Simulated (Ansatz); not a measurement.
**Energy profile**

The step: HfF₄ ([F][Hf]([F])([F])[F]) + H₂S → HfHSF₃ ([F][Hf]([F])([F])[SH]) + HF (still joined by a long Hf–F bond); bonds formed: F2–H6; dative contacts that become bonds: Hf1–S7; bonds broken: H6–S7; bonds weakened to dative contacts: Hf1–F2 (atoms numbered as in the saddle structure below).

Hf1  (-0.679, -0.318, -0.368)
F2  (1.070, -1.285, 0.513)
F3  (-0.088, -0.927, -2.059)
F4  (-1.924, -1.465, 0.473)
F5  (-1.748, 1.145, -0.930)
H6  (1.282, -0.272, 0.972)
S7  (0.726, 1.276, 1.219)
H8  (1.361, 1.847, 0.179)
(Å)

Electronic energies by CCSD(T) at an estimated basis limit (MP2 extrapolated from triple and quadruple zeta, plus CCSD(T) − MP2 in triple zeta), on PBE0-D4/def2-TZVP structures; HfH$_{2}$SF$_{4}$, singlet; no counterpoise correction. Program: Ansatz 0.2.0. Basis: def2-TZVPP and def2-QZVPP. Cores are frozen in the correlated methods. Core potentials replace the inner electrons of the atoms past krypton. Extrapolation: Hartree–Fock as exp(−7.88 √X), correlation as X^−2.97.

Question: Give the profile in kJ/mol, counted from the separated reactants. (To be estimated.)

Answer: Computed:
```json
{"point": "separated: HfF$_{4}$ (linked as [F][Hf]([F])([F])[F]; Hf1, F2, F3, F4, F5; singlet) + H$_{2}$S (H6, S7, H8; singlet)", "kJ/mol": "0.0"}
{"point": "start structure", "kJ/mol": "-47.7"}
{"point": "saddle", "kJ/mol": "55.6"}
{"point": "end structure", "kJ/mol": "43.0"}
{"point": "separated: HfHSF$_{3}$ (linked as [F][Hf]([F])([F])[SH]; Hf1, F3, F4, F5, S7, H8; singlet) + HF (F2, H6; singlet)", "kJ/mol": "82.9"}
```

The T1 diagnostic stays at or below 0.017.

Exchanges of this kind with a chalcogen hydride build sulfide and selenide films.

For scale, one of the runs: CCSD(T)/def2-TZVPP, 250 basis functions, launched by `ansatz run in.yaml --threads 8 --pin off --events-out ev --progress --plain --max-ram 19148MiB`. Time: 3.3 min of wall clock on 8 CPU threads of an Arm Neoverse V2; the host was shared. Peak host memory: 6.6 GiB.
